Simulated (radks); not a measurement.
Values are calculated unless marked as measured or tabulated.
Effect of the nuclear size on the titanium ion Ti+, [Ar] 3d2 4s1. Code: a radial shooting solver on a logarithmic mesh with Libxc functionals. Model: Dirac Kohn-Sham, BLYP, spin-unpolarised, spherical densities, finite nucleus; open shells fill j = l - 1/2 first; Fermi nuclear charge, rms radius 3.5921 fm. The rms radius is varied about that value; shifts are against it.

\begin{tabular}{lrrrrrr}
rms radius (fm) & total energy shift (eV) & density at nucleus (e/bohr^3) & 1s1/2 shift (meV) & 2s1/2 shift (meV) & 2p1/2 shift (meV) & 3s1/2 shift (meV) \\ \hline
3.0281 & -0.0142 & 8545 & -5.98 & -0.499 & 0.066 & -0.066 \\
3.4412 & -0.00401 & 8511 & -1.70 & -0.142 & 0.019 & -0.019 \\
3.5921 & 0 & 8499 & 0.000 & 0.000 & 0.000 & 0.000 \\
3.7681 & 0.00489 & 8487 & 2.07 & 0.173 & -0.023 & 0.023 \\
4.2602 & 0.0198 & 8455 & 8.36 & 0.698 & -0.092 & 0.092 \\
\end{tabular}

Slopes of the eigenvalues against <r^2> in GHz/fm^2, as finite differences over the two radii next to the reference (eigenvalue slopes, not the field-shift constants of lines): 1s1/2 386, 2s1/2 32.2, 2p1/2 -4.26, 3s1/2 4.27.
